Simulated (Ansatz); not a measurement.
Ideal-gas functions of `[S]=[Nb]([Cl])([Cl])[Cl]` at 800 K and 1 bar, from an Ansatz frequency run at PBE0-D4/def2-TZVP.

Molar mass 231.33 g/mol, point group C3v (symmetry number 3), electronic degeneracy 1, moments of inertia 441.495, 441.507, 491.732 u Å². Harmonic wavenumbers (cm⁻¹, unscaled): 107, 107, 133, 153, 153, 403, 449, 449, 595.

Use S(trans) = R[1.5 ln M + 2.5 ln T − 1.1517]; rotational temperatures θ = 24.2544 K / I; S(rot) = R[ln(√π/σ · √(T³/θAθBθC)) + 1.5]; for each mode x = 1.438777 ν̃/T, S = R[x/(eˣ − 1) − ln(1 − e⁻ˣ)] and H = RT x/(eˣ − 1); 1 cm⁻¹ = 0.0119627 kJ/mol; R = 8.31446 J/(mol·K).

Task: By hand: the entropy, in J/(mol·K).

Result: Translation 197.3. Rotation: θ = 0.0549, 0.0549, 0.0493 K, giving 128.1. Vibration, mode by mode: 22.03, 22.03, 20.23, 19.07, 19.07, 11.17, 10.31, 10.31, 8.14, in all 142.4. Electronic 0.0. Sum 467.8 J/(mol·K).

Task: By hand: H − E and G − E in kJ/mol, counted from the electronic energy.

Result: Zero-point energy ½ × 2549 × 0.0119627 = 15.2; thermal vibration 46.4; translation, rotation and pV give 4 RT = 26.6. H − E = 88.2 kJ/mol, and G − E = 88.2 − 800 × 467.8/1000 = -286.0 kJ/mol.

Vibration gives 30 % of the entropy, 64.3 J/(mol·K) of it from the modes under 150 cm⁻¹: soft modes count most, and the harmonic formula is weakest for them.
